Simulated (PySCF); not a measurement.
Unknown compound

Molecular formula: C$_{7}$H$_{9}$N. Simulated spectra:

1H NMR (600 MHz, computed): δ 6.80 (td, J = 8.5, 1.2 Hz, 1H), 6.78 (d of quint, J = 8.2, 1.0 Hz, 1H), 6.42 (t, J = 8.2 Hz, 1H), 6.22 (d, J = 8.7 Hz, 1H), 2.95 (br s, 2H), 2.02 (d, J = 1.0 Hz, 3H).

13C{1H} NMR (computed): δ 137.6, 123.1, 120.9, 112.7, 111.2, 105.9, 19.4.

PySCF calculation with shieldings: GIAO KT3/pcSseg-1, B3LYP/pcJ-1 coupling constants (spin–dipole term only in couplings to heteroatoms) and geometry: PBE0-D3(BJ)/def2-SVP; in vacuum, relativity neglected, averaged over atoms made equivalent by symmetry, fast rotation or ring inversion, one conformer.

Chemical shifts δ = σref − σ; 1H (σ = 31.32 ppm), 13C (σ = 182.31 ppm) against TMS, all at this level.

Problem. Deduce the structure.

Solution. 
- The formula gives 4 degrees of unsaturation (1 ring in the answer).
- 7 carbon signals for 7 carbons: no two carbons are equivalent.
- Carbon types of the structure: 2 × C, 4 × CH, 1 × CH3, leaving 2 H on heteroatoms.
- δC 137.6: aromatic carbon bearing nitrogen; the electronegative substituent deshields the carbon that carries it.
- δC 123.1, 120.9, 111.2, 105.9: aromatic CH.
- δC 112.7: substituted aromatic carbon.
- δC 19.4: methyl carbon on an aromatic ring; a saturated carbon with 1 carbon neighbour and no heteroatom attached.
- δH 6.80, 6.78, 6.42, 6.22: hydrogen on an aromatic CH.
- δH 2.95: hydrogen on an aniline-type nitrogen; exchangeable; this is the value without hydrogen bonding to other molecules.
- δH 2.02: hydrogen on a methyl carbon on an aromatic ring; benzylic-type position, deshielded by the ring.
- The protons at 6.80 and 6.22 share a coupling of 8.7 Hz (vicinal, an ortho-type coupling).
- The protons at 6.42 and 6.80 share a coupling of 8.2 Hz (vicinal, an ortho-type coupling).
- The protons at 6.78 and 6.42 share a coupling of 8.2 Hz (vicinal, an ortho-type coupling).

These data were computed for Toluidine (Methylaniline) (C1=CC=C(C)C(N)=C1).

The data come from this structure; uniqueness wasn't tested.

OH/NH shifts are gas-phase values; hydrogen bonding in solution moves them, usually downfield. Multiplet labels drop couplings under 1 Hz and merge nearly equal ones. Unscaled 3J(H,H) at this level run about 10 % above measured values. Shifts are as computed, not scaled to solution data. Of 1211 compounds with measured shifts, 218 miss one by over three times the rms of a fit or turn the order of signals round; such compounds aren't used in these exercises.
